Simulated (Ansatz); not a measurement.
Species: BNH$_{2}$Br, charge 0, doublet. BNH2Br (SMILES [NH]BBr, doublet).
B3LYP-D3(BJ)/def2-TZVP minimum from Ansatz (a first-principles code):
```
B
N 1 1.3577
H 2 1.0072 1 139.83
H 1 1.1879 2 124.33 3 -116.03
Br 1 1.9600 4 118.20 2 174.26
```
Charge 0, spin multiplicity 2.

Atomisation energy term by term, kcal/mol (programs: Ansatz). Open shells are spin-unrestricted; no spin-orbit coupling. Cores are frozen in correlated methods (noble-gas shells, and filled d and f shells in the p block). No relativity. CBS(X,Y): correlation extrapolated as X^-3, Hartree-Fock from the larger set. A bracket is a step between two methods taken in the basis named. For partners of very few electrons the exact lower level stands in for a higher one. Spin-orbit terms, left out, reach several kcal/mol for Br and I, and more for heavier atoms.

| term | basis | kcal/mol |
|---|---|---|
| Hartree-Fock | cc-pVQZ | 269.16 |
| CCSD correlation | CBS(cc-pVTZ,cc-pVQZ) | 95.72 |
| (T) | CBS(cc-pVTZ,cc-pVQZ) | 7.72 |
| CCSDT(Q) - CCSD(T) | cc-pVDZ | 0.72 |
| sum: De |  | 373.3 |
